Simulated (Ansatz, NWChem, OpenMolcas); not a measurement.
**Worked example: the enthalpy of C2H4Br2 + CH4 → C2H5Br + CH3Br**

Gas-phase species: C2H4Br2 `BrCCBr`, singlet; CH4 (methane) `C`, singlet; C2H5Br (bromoethane) `CCBr`, singlet; CH3Br (bromomethane) `CBr`, singlet. The partners trade Br for H; both sit on C, so the bond types are kept.

Shapes, held fixed at every level: PBE0-D4/def2-TZVP. Flexible molecules stand in one conformer, not always the lowest. Programs: Ansatz 0.2.0, NWChem 7.3.0, OpenMolcas 26.06. A level may come from different programs for different species; with the same settings they agree closely. The zero-point and thermal terms to 298 K, harmonic and unscaled (PBE0-D4/def2-TZVP), stand in the table.

At B3LYP/6-31G* (spherical functions); 1 Eh = 2625.50 kJ/mol:

| species | energy (Eh) | H(298 K) − E (kJ/mol) | tabulated ΔfH (kJ/mol) |
| --- | --- | --- | --- |
| C2H4Br2 | -5226.373488 | 166.1 | -37.6 |
| CH4 | -40.517622 | 127.4 | -74.5 |
| C2H5Br | -2653.102220 | 186.9 | -63.1 |
| CH3Br | -2613.785911 | 108.4 | -36.4 |

Task: Work out the reaction enthalpy at 298 K from the calculation and from the table of heats.

Result: 
1. Electronic: (-2653.102220) + (-2613.785911) − [(-5226.373488) + (-40.517622)] = 0.002979 Eh = +7.8 kJ/mol.
2. Zero-point and thermal: (186.9) + (108.4) − [(166.1) + (127.4)] = +1.8 kJ/mol.
3. Computed ΔH = +9.6 kJ/mol.
4. From the heats of formation (Active Thermochemical Tables): (-63.1) + (-36.4) − [(-37.6) + (-74.5)] = +12.6 kJ/mol.
5. Computed less tabulated: -3.0 kJ/mol. Tabulated heats carry uncertainties of their own.

Relativity is left out for Br.
